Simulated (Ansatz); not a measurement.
Computed with Ansatz.

A structure relaxed at PBE0-D4/def2-TZVP, charge 0, multiplicity 1:

```json
{"atom": "C1", "x (Å)": "0.324", "y (Å)": "-0.202", "z (Å)": "1.653"}
{"atom": "C2", "x (Å)": "0.343", "y (Å)": "1.076", "z (Å)": "0.818"}
{"atom": "Al3", "x (Å)": "-0.100", "y (Å)": "0.893", "z (Å)": "-1.091"}
{"atom": "Al4", "x (Å)": "-0.678", "y (Å)": "-1.407", "z (Å)": "-2.151"}
{"atom": "H5", "x (Å)": "-0.662", "y (Å)": "-0.676", "z (Å)": "1.643"}
{"atom": "H6", "x (Å)": "0.580", "y (Å)": "-0.021", "z (Å)": "2.702"}
{"atom": "H7", "x (Å)": "1.036", "y (Å)": "-0.942", "z (Å)": "1.274"}
{"atom": "H8", "x (Å)": "-0.347", "y (Å)": "1.821", "z (Å)": "1.240"}
{"atom": "H9", "x (Å)": "1.328", "y (Å)": "1.558", "z (Å)": "0.876"}
{"atom": "H10", "x (Å)": "-0.087", "y (Å)": "2.233", "z (Å)": "-1.966"}
{"atom": "H11", "x (Å)": "0.435", "y (Å)": "-2.362", "z (Å)": "-2.786"}
{"atom": "H12", "x (Å)": "-2.172", "y (Å)": "-1.971", "z (Å)": "-2.211"}
```

(1) Give its formula and SMILES.

(2) Point group (tolerance 0.08 Å, 0.16 Å for H)?

(3) Summarise the bond lengths by kind.

## Answers

(1) C2H8Al2, `C[CH2][AlH][AlH2]`.

(2) Cs.

(3) 1 × C–C 1.527 Å; 5 × C–H 1.094 to 1.099 Å; 1 × Al–C 1.969 Å; 1 × Al–Al 2.597 Å; 3 × Al–H 1.598 to 1.601 Å.
